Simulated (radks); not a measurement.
Results of a calculation; reference values are marked as such.
Problem. The carbon ion C2+, [He] 2s2. Code: a radial shooting solver on a logarithmic mesh with Libxc functionals. Model: non-relativistic Kohn-Sham, PBE, spin-polarised, spherical densities, point nucleus. Every spin shell is full or empty, so the densities are truly spherical. Functionals are evaluated on that one density, not self-consistently. Rank these exchange functionals by their error against the exact value of the orbitals, and give that value: LDA, B88, PBE, revPBE, RPBE, PW91, PW86, WC, G96, EV93, TPSS, revTPSS, SCAN, r2SCAN, TASK.

Solution. Exact: -4.30517 hartree. From best to worst, with 100 (|E| - |E exact|)/|E exact| (equal figures are ties): G96 -0.14, B88 -0.15, revPBE +0.28, revTPSS +0.30, SCAN -0.31, r2SCAN -0.38, TPSS +0.51, PW91 -0.62, RPBE +0.62, PW86 +0.74, PBE -0.95, TASK -2.71, WC -3.01, EV93 +4.64, LDA -12.83.
